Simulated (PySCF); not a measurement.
C2Hf, SMILES [C]1[C][Hf]1 (connectivity only; charge and spin as stated), neutral, multiplicity 1.

Geometry optimised at PBE0-D3(BJ)/def2-TZVP. The geometry has at least one imaginary mode, so it is a saddle point at that level. The spin state was assumed, not searched. The def2 effective core potentials stand for the cores of Hf; spin–orbit coupling is left out.

Calculation: TDA-PBE/def2-TZVPD run with PySCF.

Vertical excitations.  State labels are in the subgroup C2v.

```tsv
state	symmetry	energy (eV)	λ (nm)	f	main pairs
S1	B2	0.61	2017	0.002	HOMO→LUMO 99 %
S2	A2	0.80	1553	0.000	HOMO→LUMO+1 99 %
S3	A1	1.27	976	0.003	HOMO→LUMO+2 94 %
S4	B1	2.04	606	0.046	HOMO→LUMO+3 94 %
S5	A1	2.44	508	0.137	HOMO→LUMO+4 93 %
S6	A2	2.83	439	0.000	HOMO−1→LUMO+1 98 %
S7	B2	2.96	419	0.009	HOMO−1→LUMO 58 %, HOMO→LUMO+5 37 %
S8	B2	3.35	370	0.234	HOMO→LUMO+5 61 %, HOMO−1→LUMO 35 %
S9	A1	3.42	363	0.029	HOMO−1→LUMO+2 88 %
S10	B1	3.71	334	0.000	HOMO−1→LUMO+3 93 %
T1	B2	0.20	6344	0	HOMO→LUMO 99 %
T2	A1	0.36	3482	0	HOMO→LUMO+2 98 %
T3	B1	0.92	1341	0	HOMO→LUMO+3 99 %
T4	A1	1.41	876	0	HOMO→LUMO+4 98 %
```
Triplets are in the Tamm–Dancoff approximation.
